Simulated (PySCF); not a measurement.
## C₆ coefficients of unlike pairs at UHF

Calculated with PySCF 2.14 from the dipole response of each species, C₆(A,B) = (3/π) ∫ α_A(iu) α_B(iu) du, in atomic units, from isotropic polarisabilities. For ions this is the dispersion term alone; charge-induced terms of lower order in 1/R come first.

```
species                configuration                                                                                              basis      relativity  α (bohr³)  C₆ (like pair)
     Ba                [Xe] 6s2 (1S)                                 def2-TZVPPD with the def2 core potential (46 electrons) (6s4p3d1f)  core potential      325.6            6999
    Bi⁺  [Xe] 4f14 5d10 6s2 6p2 (3P)  aug-cc-pVQZ-PP with one added diffuse shell each of s, p, d, f, g type with ECP60MDF (8s8p6d4f3g)  core potential      27.62           256.8
   Ne²⁺            [He] 2s2 2p4 (3P)                                                                         aug-cc-pwCVQZ (9s8p6d4f2g)            none     0.8308           1.034
     N⁺            [He] 2s2 2p2 (3P)                   aug-cc-pVQZ with one added diffuse shell each of s, p, d, f, g type (7s6p5d4f3g)            none      3.930           8.230
```

Problem. Estimate C₆ for Ne²⁺ with Bi⁺.

Solution. The integral gives 13.44. The combination rule 2 C_A C_B / (C_A α_B/α_A + C_B α_A/α_B) gives 12.61 and the geometric mean 16.30.

No spin-orbit coupling is included, so Bi⁺, close to jj coupling, stand for model states.

The other pairs:

| pair | C₆ |
| --- | --- |
| N⁺, Ba | 160.8 |
| N⁺, Ne²⁺ | 2.639 |
| N⁺, Bi⁺ | 45.03 |
| Ne²⁺, Ba | 39.06 |
| Bi⁺, Ba | 1035 |
